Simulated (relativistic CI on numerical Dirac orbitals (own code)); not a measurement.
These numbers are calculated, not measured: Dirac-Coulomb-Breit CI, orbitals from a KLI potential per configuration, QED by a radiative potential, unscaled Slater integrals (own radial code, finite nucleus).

The strongest absorption lines from the ground level of an ion, among the configurations computed and to levels below about 457 eV (vacuum wavelength in nm, gf): 5.5074 (0.52), 5.5430 (0.22), 5.7760 (2.7), 5.7898 (0.9), 5.8060 (3), 7.6924 (0.98), 7.8155 (1.2), 7.8208 (0.25).

(1) Which ion is it?
A. Eu³⁰⁺
B. Tm³⁴⁺
C. Tm³⁸⁺
D. Tm³⁶⁺

Results:

(1) D. Tm³⁶⁺ has 33 electrons and the ground level 4s²4p³ ²P°3/2; the strongest line goes to 4s²4p²4d ⁴P5/2. The pattern of lines fixes the number of electrons, and along that sequence the line energies rise steadily with the charge (about as its square where n changes within one kind of shell, about linearly where n is kept but much faster in heavy ions where fine structure, which grows about as Z⁴, sets the gap, and irregularly where shells cross), which fixes Z. Configurations outside the model, such as inner-shell arrays, can give stronger lines. At this charge energies of transitions that change n are usually good to better than 1 %, and those within a shell (Δn = 0) to a few per cent.

LS names give the leading component of a level, which can be under half, so a name can repeat, a term be missing and a line seem to break the LS rules.
